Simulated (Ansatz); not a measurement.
A short molecular-dynamics run on CH8BNOSi (`N[SiH2]CBO`).

```yaml
crystal:
  periodic: [false, false, false]
  atoms:
    - {symbol: N, position_ang: [-2.146258, 0.231629, -0.305981]}
    - {symbol: Si, position_ang: [-0.972874, -0.660712, 0.580019]}
    - {symbol: C, position_ang: [0.745816, -0.784629, -0.184171]}
    - {symbol: B, position_ang: [1.414969, 0.602026, -0.339946]}
    - {symbol: O, position_ang: [2.272811, 1.034242, 0.622744]}
    - {symbol: H, position_ang: [-2.084697, 1.234344, -0.374250]}
    - {symbol: H, position_ang: [-2.562757, -0.159807, -1.134881]}
    - {symbol: H, position_ang: [-1.507959, -2.041402, 0.724744]}
    - {symbol: H, position_ang: [-0.844837, -0.019607, 1.915845]}
    - {symbol: H, position_ang: [1.323132, -1.444552, 0.474013]}
    - {symbol: H, position_ang: [0.604659, -1.276940, -1.152432]}
    - {symbol: H, position_ang: [1.169119, 1.333232, -1.267928]}
    - {symbol: H, position_ang: [2.609276, 1.917278, 0.457125]}
basis:
  gaussian: {orbitals: "6-31G*"}
hamiltonian: {xc: {name: BLYP}, dispersion: d4}
md: {timestep: 1 fs, n_steps: 20, ensemble: nve, temperature: 1500, initial_velocities: maxwell_boltzmann, seed: 736}
```

```sh
$ ansatz run in.yaml --threads 4 --pin off --events-out ev --progress --plain --max-ram 10444MiB
```

```json
{"step": "0", "time (fs)": "0.0", "potential energy (eV)": "-13257.7792", "kinetic (eV)": "2.1328", "T (K)": "1500", "conserved (eV)": "-13255.6464"}
{"step": "1", "time (fs)": "1.0", "potential energy (eV)": "-13257.5719", "kinetic (eV)": "1.9413", "T (K)": "1365", "conserved (eV)": "-13255.6307"}
{"step": "2", "time (fs)": "2.0", "potential energy (eV)": "-13257.2063", "kinetic (eV)": "1.5961", "T (K)": "1123", "conserved (eV)": "-13255.6102"}
{"step": "3", "time (fs)": "3.0", "potential energy (eV)": "-13256.9723", "kinetic (eV)": "1.3586", "T (K)": "956", "conserved (eV)": "-13255.6137"}
{"step": "4", "time (fs)": "4.0", "potential energy (eV)": "-13256.8442", "kinetic (eV)": "1.2234", "T (K)": "860", "conserved (eV)": "-13255.6208"}
{"step": "5", "time (fs)": "5.0", "potential energy (eV)": "-13256.7156", "kinetic (eV)": "1.0983", "T (K)": "772", "conserved (eV)": "-13255.6173"}
{"step": "6", "time (fs)": "6.0", "potential energy (eV)": "-13256.6133", "kinetic (eV)": "0.9971", "T (K)": "701", "conserved (eV)": "-13255.6162"}
{"step": "7", "time (fs)": "7.0", "potential energy (eV)": "-13256.5544", "kinetic (eV)": "0.9357", "T (K)": "658", "conserved (eV)": "-13255.6187"}
{"step": "8", "time (fs)": "8.0", "potential energy (eV)": "-13256.5209", "kinetic (eV)": "0.9051", "T (K)": "637", "conserved (eV)": "-13255.6158"}
{"step": "9", "time (fs)": "9.0", "potential energy (eV)": "-13256.5573", "kinetic (eV)": "0.9423", "T (K)": "663", "conserved (eV)": "-13255.6150"}
{"step": "10", "time (fs)": "10.0", "potential energy (eV)": "-13256.6704", "kinetic (eV)": "1.0463", "T (K)": "736", "conserved (eV)": "-13255.6241"}
{"step": "11", "time (fs)": "11.0", "potential energy (eV)": "-13256.7353", "kinetic (eV)": "1.1047", "T (K)": "777", "conserved (eV)": "-13255.6306"}
{"step": "12", "time (fs)": "12.0", "potential energy (eV)": "-13256.6613", "kinetic (eV)": "1.0371", "T (K)": "729", "conserved (eV)": "-13255.6241"}
{"step": "13", "time (fs)": "13.0", "potential energy (eV)": "-13256.5512", "kinetic (eV)": "0.9429", "T (K)": "663", "conserved (eV)": "-13255.6083"}
{"step": "14", "time (fs)": "14.0", "potential energy (eV)": "-13256.6162", "kinetic (eV)": "1.0053", "T (K)": "707", "conserved (eV)": "-13255.6109"}
{"step": "15", "time (fs)": "15.0", "potential energy (eV)": "-13256.8246", "kinetic (eV)": "1.2005", "T (K)": "844", "conserved (eV)": "-13255.6241"}
{"step": "16", "time (fs)": "16.0", "potential energy (eV)": "-13256.9829", "kinetic (eV)": "1.3552", "T (K)": "953", "conserved (eV)": "-13255.6277"}
{"step": "17", "time (fs)": "17.0", "potential energy (eV)": "-13257.0094", "kinetic (eV)": "1.3826", "T (K)": "972", "conserved (eV)": "-13255.6268"}
{"step": "18", "time (fs)": "18.0", "potential energy (eV)": "-13256.9112", "kinetic (eV)": "1.2893", "T (K)": "907", "conserved (eV)": "-13255.6218"}
{"step": "19", "time (fs)": "19.0", "potential energy (eV)": "-13256.7751", "kinetic (eV)": "1.1647", "T (K)": "819", "conserved (eV)": "-13255.6103"}
{"step": "20", "time (fs)": "20.0", "potential energy (eV)": "-13256.7688", "kinetic (eV)": "1.1615", "T (K)": "817", "conserved (eV)": "-13255.6073"}
```

Velocities are drawn at the set temperature; a run this short doesn't reach equilibrium.

Frames (Å, forces in eV/Å):

```xyz
13
time=0.0 fs
N    -2.146    0.232   -0.306   -0.358    0.007    0.198
Si   -0.973   -0.661    0.580    0.175   -0.178    0.310
C     0.746   -0.785   -0.184    0.097   -0.023   -0.017
B     1.415    0.602   -0.340   -0.181    0.099   -0.435
O     2.273    1.034    0.623    0.126   -0.672    0.714
H    -2.085    1.234   -0.374    0.040    0.579   -0.056
H    -2.563   -0.160   -1.135   -0.240   -0.216   -0.488
H    -1.508   -2.041    0.725   -0.096   -0.189    0.035
H    -0.845   -0.020    1.916    0.000    0.070    0.184
H     1.323   -1.445    0.474    0.205   -0.223    0.170
H     0.605   -1.277   -1.152    0.007   -0.165   -0.286
H     1.169    1.333   -1.268   -0.053    0.085   -0.124
H     2.609    1.917    0.457    0.277    0.826   -0.205
13
time=1.0 fs
N    -2.127    0.225   -0.301   -0.925   -0.038   -0.161
Si   -0.983   -0.658    0.582    0.684   -0.984    0.936
C     0.752   -0.797   -0.189   -1.424    1.028   -2.249
B     1.412    0.599   -0.334   -0.386    0.419   -1.031
O     2.274    1.046    0.625   -0.198   -1.195    0.587
H    -2.067    1.213   -0.352    0.125    1.407    0.079
H    -2.537   -0.109   -1.154   -0.264   -0.500   -0.561
H    -1.520   -2.088    0.672    0.126    0.450    0.124
H    -0.848    0.005    1.957   -0.087   -0.296   -0.454
H     1.280   -1.407    0.463    1.386   -1.681    1.358
H     0.584   -1.291   -1.213    0.288    0.405    1.125
H     1.128    1.335   -1.300    0.231   -0.311    0.535
H     2.642    1.897    0.417    0.444    1.297   -0.287
13
time=2.0 fs
N    -2.108    0.218   -0.296   -1.680    0.438   -0.965
Si   -0.994   -0.655    0.583    1.266   -1.767    1.414
C     0.756   -0.808   -0.196   -2.433    1.901   -3.624
B     1.409    0.596   -0.328   -0.520    0.593   -1.415
O     2.276    1.057    0.627   -0.158   -0.864    0.277
H    -2.048    1.205   -0.330    0.158    1.560    0.230
H    -2.513   -0.064   -1.179   -0.101   -0.591   -0.250
H    -1.532   -2.130    0.621    0.278    0.926    0.242
H    -0.851    0.026    1.994   -0.152   -0.558   -0.902
H     1.251   -1.386    0.465    2.139   -2.664    2.205
H     0.566   -1.301   -1.262    0.499    0.673    1.980
H     1.090    1.335   -1.327    0.462   -0.546    0.981
H     2.679    1.889    0.373    0.242    0.900   -0.172
13
time=3.0 fs
N    -2.090    0.211   -0.291   -2.477    1.588   -1.973
Si   -1.004   -0.653    0.586    1.899   -2.477    1.762
C     0.759   -0.818   -0.206   -2.259    1.690   -3.212
B     1.406    0.594   -0.324   -0.560    0.642   -1.582
O     2.277    1.068    0.629    0.162   -0.082   -0.223
H    -2.027    1.212   -0.305    0.124    0.953    0.339
H    -2.490   -0.024   -1.206    0.145   -0.583    0.273
H    -1.540   -2.163    0.572    0.358    1.216    0.369
H    -0.856    0.042    2.022   -0.193   -0.719   -1.164
H     1.242   -1.391    0.489    1.804   -2.354    1.698
H     0.553   -1.305   -1.293    0.620    0.725    2.349
H     1.055    1.328   -1.345    0.624   -0.634    1.218
H     2.718    1.890    0.329   -0.247    0.034    0.147
13
time=4.0 fs
N    -2.074    0.205   -0.288   -3.145    3.019   -2.833
Si   -1.013   -0.652    0.589    2.527   -3.084    2.002
C     0.760   -0.827   -0.218   -1.335    0.800   -1.467
B     1.402    0.592   -0.322   -0.515    0.587   -1.558
O     2.279    1.078    0.632    0.479    0.568   -0.762
H    -2.005    1.228   -0.277    0.043    0.022    0.355
H    -2.466    0.011   -1.230    0.343   -0.561    0.739
H    -1.545   -2.185    0.527    0.381    1.354    0.489
H    -0.863    0.051    2.039   -0.216   -0.805   -1.279
H     1.250   -1.418    0.528    0.812   -1.202    0.209
H     0.546   -1.302   -1.300    0.647    0.618    2.309
H     1.027    1.316   -1.351    0.722   -0.608    1.285
H     2.755    1.891    0.285   -0.741   -0.708    0.511
13
time=5.0 fs
N    -2.061    0.202   -0.287   -3.562    4.231   -3.296
Si   -1.021   -0.652    0.592    3.069   -3.559    2.122
C     0.759   -0.835   -0.231   -0.422    0.167    0.542
B     1.398    0.591   -0.320   -0.405    0.432   -1.362
O     2.281    1.089    0.634    0.604    0.822   -1.198
H    -1.983    1.244   -0.245   -0.058   -0.757    0.276
H    -2.439    0.040   -1.247    0.417   -0.552    0.954
H    -1.547   -2.194    0.486    0.368    1.382    0.597
H    -0.872    0.052    2.043   -0.224   -0.835   -1.285
H     1.266   -1.456    0.570   -0.063   -0.126   -1.158
H     0.545   -1.292   -1.286    0.567    0.342    1.827
H     1.006    1.298   -1.345    0.757   -0.491    1.209
H     2.785    1.886    0.247   -1.048   -1.059    0.773
13
time=6.0 fs
N    -2.049    0.201   -0.288   -3.661    4.951   -3.245
Si   -1.028   -0.654    0.597    3.447   -3.869    2.064
C     0.759   -0.842   -0.244    0.283    0.144    2.521
B     1.393    0.590   -0.320   -0.237    0.168   -0.990
O     2.283    1.100    0.635    0.475    0.660   -1.452
H    -1.961    1.253   -0.211   -0.160   -1.156    0.134
H    -2.407    0.064   -1.255    0.347   -0.552    0.829
H    -1.544   -2.189    0.451    0.328    1.320    0.691
H    -0.883    0.046    2.036   -0.218   -0.815   -1.189
H     1.281   -1.496    0.600   -0.583    0.563   -1.978
H     0.550   -1.280   -1.255    0.351   -0.151    0.786
H     0.991    1.276   -1.327    0.722   -0.273    0.974
H     2.805    1.870    0.215   -1.094   -0.989    0.857
13
time=7.0 fs
N    -2.040    0.204   -0.292   -3.444    5.088   -2.666
Si   -1.035   -0.656    0.602    3.617   -3.986    1.752
C     0.759   -0.850   -0.255    0.860    0.643    4.565
B     1.388    0.589   -0.321    0.001   -0.212   -0.432
O     2.285    1.112    0.635    0.073    0.115   -1.469
H    -1.941    1.252   -0.176   -0.252   -1.126   -0.031
H    -2.373    0.082   -1.256    0.157   -0.547    0.350
H    -1.539   -2.172    0.423    0.260    1.155    0.768
H    -0.896    0.031    2.017   -0.195   -0.730   -0.960
H     1.291   -1.530    0.612   -0.819    0.931   -2.327
H     0.557   -1.269   -1.216   -0.006   -0.859   -0.813
H     0.984    1.250   -1.300    0.599    0.062    0.548
H     2.814    1.845    0.192   -0.849   -0.533    0.714
13
time=8.0 fs
N    -2.034    0.210   -0.297   -2.999    4.636   -1.699
Si   -1.039   -0.660    0.607    3.587   -3.890    1.132
C     0.759   -0.857   -0.263    1.275    1.281    6.242
B     1.383    0.588   -0.322    0.314   -0.684    0.291
O     2.288    1.123    0.634   -0.584   -0.739   -1.215
H    -1.923    1.239   -0.141   -0.320   -0.681   -0.179
H    -2.336    0.096   -1.252   -0.085   -0.521   -0.370
H    -1.532   -2.143    0.402    0.155    0.845    0.818
H    -0.911    0.010    1.989   -0.153   -0.555   -0.549
H     1.292   -1.556    0.601   -0.863    1.083   -2.340
H     0.565   -1.266   -1.184   -0.381   -1.521   -2.389
H     0.983    1.226   -1.268    0.379    0.509   -0.066
H     2.815    1.814    0.176   -0.325    0.237    0.324
13
time=9.0 fs
N    -2.030    0.220   -0.304   -2.501    3.660   -0.713
Si   -1.043   -0.665    0.613    3.413   -3.576    0.215
C     0.760   -0.863   -0.265    1.290    1.483    6.417
B     1.378    0.587   -0.323    0.675   -1.157    1.068
O     2.290    1.135    0.633   -1.331   -1.667   -0.784
H    -1.908    1.219   -0.107   -0.350    0.106   -0.272
H    -2.301    0.104   -1.253   -0.261   -0.445   -1.022
H    -1.522   -2.107    0.389   -0.003    0.352    0.826
H    -0.928   -0.017    1.955   -0.093   -0.275    0.073
H     1.286   -1.571    0.568   -0.737    1.044   -2.058
H     0.569   -1.278   -1.176   -0.520   -1.603   -2.770
H     0.985    1.206   -1.236    0.096    0.996   -0.770
H     2.813    1.786    0.163    0.322    1.083   -0.208
13
time=10.0 fs
N    -2.027    0.232   -0.311   -2.112    2.380   -0.164
Si   -1.045   -0.672    0.619    3.171   -3.048   -0.894
C     0.763   -0.868   -0.262    0.763    1.160    4.694
B     1.374    0.584   -0.323    0.991   -1.462    1.653
O     2.291    1.145    0.631   -1.789   -2.218   -0.485
H    -1.897    1.201   -0.077   -0.343    1.005   -0.309
H    -2.268    0.108   -1.263   -0.265   -0.285   -1.198
H    -1.513   -2.067    0.384   -0.216   -0.323    0.779
H    -0.945   -0.046    1.922   -0.026    0.089    0.859
H     1.273   -1.576    0.515   -0.382    0.720   -1.409
H     0.569   -1.305   -1.194   -0.350   -0.926   -1.636
H     0.988    1.195   -1.212   -0.153    1.362   -1.330
H     2.814    1.769    0.148    0.711    1.546   -0.557
13
time=11.0 fs
N    -2.026    0.246   -0.318   -1.834    1.227   -0.160
Si   -1.047   -0.680    0.625    2.929   -2.318   -1.978
C     0.766   -0.872   -0.256   -0.191    0.971    2.042
B     1.371    0.581   -0.322    1.146   -1.408    1.771
O     2.291    1.154    0.629   -1.643   -2.083   -0.623
H    -1.889    1.193   -0.049   -0.335    1.597   -0.364
H    -2.238    0.110   -1.285   -0.112   -0.034   -0.757
H    -1.506   -2.030    0.386   -0.471   -1.107    0.679
H    -0.963   -0.075    1.898    0.030    0.453    1.636
H     1.255   -1.574    0.449    0.290   -0.056   -0.309
H     0.564   -1.341   -1.227   -0.087    0.032   -0.046
H     0.990    1.198   -1.200   -0.248    1.412   -1.472
H     2.822    1.766    0.128    0.526    1.314   -0.416
13
time=12.0 fs
N    -2.026    0.260   -0.325   -1.537    0.610   -0.339
Si   -1.047   -0.688    0.630    2.701   -1.455   -2.743
C     0.769   -0.876   -0.247   -1.369    1.395   -0.502
B     1.369    0.575   -0.319    1.111   -0.944    1.366
O     2.290    1.162    0.626   -1.059   -1.497   -1.098
H    -1.884    1.199   -0.024   -0.368    1.536   -0.546
H    -2.209    0.111   -1.313    0.077    0.257    0.007
H    -1.503   -2.004    0.395   -0.711   -1.815    0.554
H    -0.980   -0.099    1.889    0.056    0.682    2.115
H     1.241   -1.573    0.380    1.244   -1.286    1.089
H     0.559   -1.377   -1.261    0.088    0.812    1.114
H     0.989    1.214   -1.203   -0.152    1.083   -1.124
H     2.835    1.775    0.103   -0.081    0.622    0.105
13
time=13.0 fs
N    -2.027    0.275   -0.332   -1.151    0.537   -0.322
Si   -1.047   -0.697    0.635    2.431   -0.637   -2.975
C     0.770   -0.878   -0.239   -2.278    1.875   -2.086
B     1.367    0.570   -0.314    0.978   -0.218    0.670
O     2.289    1.169    0.623   -0.452   -0.921   -1.565
H    -1.883    1.220   -0.005   -0.436    0.908   -0.852
H    -2.179    0.114   -1.342    0.202    0.508    0.692
H    -1.508   -1.996    0.409   -0.847   -2.181    0.456
H    -0.997   -0.117    1.900    0.051    0.671    2.060
H     1.239   -1.584    0.321    2.003   -2.299    2.078
H     0.555   -1.405   -1.285    0.149    1.304    1.698
H     0.987    1.241   -1.216    0.048    0.516   -0.497
H     2.848    1.791    0.080   -0.699   -0.064    0.642
13
time=14.0 fs
N    -2.029    0.290   -0.340   -0.721    0.684   -0.031
Si   -1.045   -0.706    0.638    2.039   -0.086   -2.707
C     0.770   -0.878   -0.233   -2.246    1.275   -2.148
B     1.367    0.563   -0.310    0.858    0.553   -0.017
O     2.287    1.175    0.619   -0.073   -0.609   -1.809
H    -1.886    1.250    0.006   -0.484    0.115   -1.149
H    -2.147    0.122   -1.364    0.239    0.664    1.065
H    -1.520   -2.008    0.427   -0.806   -2.021    0.419
H    -1.014   -0.128    1.931    0.037    0.438    1.488
H     1.255   -1.617    0.282    1.867   -2.011    1.948
H     0.553   -1.420   -1.292    0.129    1.555    1.853
H     0.985    1.272   -1.234    0.239   -0.077    0.126
H     2.853    1.806    0.063   -1.078   -0.482    0.963
13
time=15.0 fs
N    -2.031    0.306   -0.347   -0.318    0.761    0.447
Si   -1.043   -0.715    0.640    1.512    0.110   -2.158
C     0.769   -0.878   -0.229   -1.396   -0.284   -1.227
B     1.367    0.558   -0.305    0.792    1.206   -0.526
O     2.286    1.181    0.614    0.013   -0.616   -1.772
H    -1.893    1.282    0.006   -0.474   -0.503   -1.307
H    -2.112    0.137   -1.376    0.209    0.705    1.066
H    -1.540   -2.039    0.449   -0.594   -1.398    0.424
H    -1.030   -0.135    1.976    0.036    0.110    0.655
H     1.290   -1.669    0.262    0.946   -0.575    1.111
H     0.551   -1.421   -1.282    0.061    1.607    1.702
H     0.985    1.303   -1.250    0.363   -0.558    0.583
H     2.848    1.817    0.055   -1.150   -0.565    1.003
13
time=16.0 fs
N    -2.034    0.323   -0.355    0.013    0.640    1.016
Si   -1.041   -0.724    0.642    0.916    0.061   -1.544
C     0.766   -0.878   -0.225   -0.421   -1.633   -0.132
B     1.369    0.553   -0.300    0.759    1.659   -0.821
O     2.284    1.186    0.608   -0.186   -0.945   -1.446
H    -1.905    1.308   -0.007   -0.402   -0.796   -1.264
H    -2.076    0.158   -1.378    0.148    0.633    0.720
H    -1.566   -2.084    0.476   -0.290   -0.568    0.421
H    -1.045   -0.141    2.028    0.055   -0.191   -0.161
H     1.334   -1.727    0.252   -0.043    0.885    0.373
H     0.550   -1.406   -1.255   -0.049    1.441    1.245
H     0.989    1.329   -1.262    0.412   -0.884    0.840
H     2.833    1.822    0.057   -0.914   -0.302    0.755
13
time=17.0 fs
N    -2.036    0.339   -0.361    0.241    0.270    1.566
Si   -1.038   -0.733    0.642    0.344   -0.054   -0.989
C     0.762   -0.879   -0.222    0.367   -2.146    1.014
B     1.370    0.550   -0.297    0.720    1.895   -0.944
O     2.282    1.191    0.601   -0.621   -1.573   -0.848
H    -1.921    1.327   -0.031   -0.280   -0.716   -1.016
H    -2.038    0.186   -1.373    0.098    0.468    0.133
H    -1.594   -2.134    0.506    0.012    0.216    0.376
H    -1.060   -0.149    2.078    0.089   -0.403   -0.802
H     1.377   -1.776    0.246   -0.737    1.812   -0.036
H     0.549   -1.377   -1.216   -0.224    1.007    0.373
H     0.997    1.346   -1.265    0.401   -1.066    0.925
H     2.808    1.824    0.065   -0.411    0.290    0.248
13
time=18.0 fs
N    -2.039    0.356   -0.367    0.361   -0.372    1.906
Si   -1.035   -0.742    0.643   -0.144   -0.112   -0.541
C     0.759   -0.882   -0.218    1.014   -1.866    2.379
B     1.373    0.549   -0.294    0.642    1.931   -0.953
O     2.280    1.195    0.593   -1.104   -2.324   -0.122
H    -1.940    1.338   -0.066   -0.131   -0.276   -0.593
H    -2.000    0.218   -1.367    0.086    0.254   -0.472
H    -1.622   -2.183    0.540    0.256    0.818    0.288
H    -1.075   -0.161    2.120    0.129   -0.518   -1.225
H     1.413   -1.808    0.239   -1.145    2.243   -0.218
H     0.545   -1.339   -1.174   -0.488    0.312   -0.970
H     1.009    1.353   -1.259    0.343   -1.128    0.873
H     2.780    1.829    0.077    0.182    1.039   -0.355
13
time=19.0 fs
N    -2.041    0.373   -0.371    0.417   -1.210    1.825
Si   -1.032   -0.751    0.644   -0.519   -0.073   -0.211
C     0.757   -0.886   -0.212    1.536   -1.206    3.717
B     1.376    0.549   -0.292    0.519    1.781   -0.881
O     2.277    1.198    0.585   -1.261   -2.748    0.391
H    -1.959    1.348   -0.106    0.014    0.394   -0.083
H    -1.960    0.252   -1.365    0.096    0.046   -0.785
H    -1.648   -2.223    0.577    0.423    1.208    0.170
H    -1.088   -0.177    2.151    0.166   -0.552   -1.450
H     1.438   -1.818    0.231   -1.352    2.337   -0.280
H     0.537   -1.298   -1.141   -0.779   -0.405   -2.413
H     1.024    1.349   -1.245    0.239   -1.070    0.690
H     2.753    1.843    0.085    0.502    1.499   -0.692
13
time=20.0 fs
N    -2.043    0.389   -0.374    0.500   -1.937    1.294
Si   -1.029   -0.760    0.644   -0.785    0.046    0.016
C     0.756   -0.891   -0.203    1.718   -0.708    4.096
B     1.379    0.551   -0.291    0.365    1.441   -0.719
O     2.273    1.199    0.578   -0.836   -2.415    0.426
H    -1.979    1.361   -0.147    0.116    0.953    0.371
H    -1.920    0.287   -1.371    0.080   -0.123   -0.626
H    -1.670   -2.252    0.616    0.523    1.426    0.038
H    -1.099   -0.199    2.168    0.198   -0.529   -1.527
H     1.451   -1.806    0.219   -1.387    2.163   -0.258
H     0.521   -1.261   -1.131   -0.871   -0.690   -2.976
H     1.042    1.334   -1.224    0.078   -0.871    0.352
H     2.731    1.873    0.086    0.300    1.245   -0.488
```

Hardware: 4 threads of an Arm Neoverse V2 on a shared host. Wall time 23 s, peak host memory 0.14 GiB.
